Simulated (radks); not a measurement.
The numbers below are computed, except where a source is named.
The scandium ion Sc3+, 18 electrons, occupied as [Ar]. Level of theory: non-relativistic Kohn-Sham, r2SCAN, spin-polarised, spherical densities, point nucleus; meta-GGA in the generalised Kohn-Sham scheme (a radial shooting solver on a logarithmic mesh with Libxc functionals).

Unscreened Slater integrals over Kohn-Sham orbitals (cm^-1). They are taken over the spin-up orbitals. Empty in this configuration: 3d.

integral    value
F0(3p,3p)  175110
F2(3p,3p)   88742
F0(3p,3s)  180200
G1(3p,3s)  120490
F0(3p,2p)  236990
F2(3p,2p)   45325
G0(3p,2p)   17820
G2(3p,2p)   18364
F0(3p,2s)  233000
G1(3p,2s)   13648
F0(3p,3d)  161440
F2(3p,3d)   78316
G1(3p,3d)   97799
G3(3p,3d)   59541
F0(3s,3s)  185830
F0(3s,2p)  246420
G1(3s,2p)   19679
F0(3s,2s)  243240
G0(3s,2s)   15806
F0(3s,3d)  165760
G2(3s,3d)   74823
F0(2p,2p)  651400
F2(2p,2p)  305470
F0(2p,2s)  605820
G1(2p,2s)  353450
F0(2p,3d)  206030
F2(2p,3d)   35592
G1(2p,3d)   24394
G3(2p,3d)   13778
F0(2s,2s)  575980
F0(2s,3d)  205420
G2(2s,3d)   21645
F0(3d,3d)  150630
F2(3d,3d)   72066
F4(3d,3d)   45350
